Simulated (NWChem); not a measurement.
System: germanium monoxide (GeO, singlet); SMILES [Ge]=[O]

```xyz
2

Ge     0.0000     0.0000     0.3391
O      0.0000     0.0000    -1.2845
```
Atoms are numbered in this order, from 1.

Computed with NWChem. Low-valent species are run as closed-shell singlets; no triplet was tried in these runs. The geometry was optimised at PBE0/def2-SVP. Ions are spin-unrestricted doublets at the neutral geometry; other ion states weren't tried.

For level PBE/def2-SVP:

```
Property       Result
-------------  ------
−ε(HOMO) (eV)    7.06
```

Question: How do the values read with level B3LYP/def2-SVP instead?

Answer: 
* **−ε(HOMO) (eV)**: 8.20
